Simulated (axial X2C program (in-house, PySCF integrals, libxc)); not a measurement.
# LaH: cheaper levels and CCSD(T), 2c

All values were computed with an axial X2C code built on PySCF integrals. Two-component (2c) means X2C with spin–orbit coupling and atomic mean-field two-electron Coulomb and Gaunt terms. Basis: La dyall-cv3z [13s14p9d5f2g], H dyall-v3z [6s2p1d] (cores contracted in-house); Gaussian nuclei, density fitting, unrestricted open shells. Masses: La 138.906 u, H 1.008 u.

State: Ω = 1 (⟨Sz⟩ = -1.00, ⟨Lz⟩ = 2.00 at HF); fragments La + H.

```
 level  Re (Å)  ωe (cm⁻¹)
  PBE0   2.079     1375.4
    HF   2.139     1322.9
   MP2   2.082     1383.1
  CCSD   2.100     1344.8
 PBE50   2.078     1390.7
  TPSS   2.086     1366.0
PBEsol   2.076     1365.4
```

Correlated methods: 12 electrons correlated (number of frozen shells: La 4 s, 3 p, 2 d; H none), 242 virtual spin orbitals or spinors in MP2, 123 natural virtuals in coupled cluster.

CCSD(T), same Hamiltonian and basis:

Re = 2.098 Å, ωe = 1344.5 cm⁻¹; T1 = 0.020 (Lee–Taylor normalisation).

(1) Give the differences from CCSD(T) in the columns below.

The state is a single determinant with fixed occupations, the lowest that a limited PBE0 search found. De is not given where an atomic determinant may have missed its ground term or J level, or where the truncated virtual space spoils (T). Density functionals use the spin component along the axis (collinear). CCSD and (T) use frozen natural virtuals with an MP2 correction for the truncation; (T) itself is uncorrected, so its De runs slightly low. Other states lie close and PBE0, whose exact exchange favours high spin, may order them wrongly; the determinant shown need not be the ground state. The nearest other 2c determinant of the search, Ω = 3, lies 0.12 eV up at the distance of the search. The functionals have no current-density term, which raises determinants with orbital currents, atoms included. With several unpaired electrons one determinant need not be a pure state.

## Answers

(1) 

| level | ΔRe (Å) | Δωe (cm⁻¹) |
| --- | --- | --- |
| PBE0 | -0.019 | 31 |
| HF | 0.041 | -22 |
| MP2 | -0.016 | 39 |
| CCSD | 0.002 | 0 |
| PBE50 | -0.020 | 46 |
| TPSS | -0.012 | 22 |
| PBEsol | -0.022 | 21 |
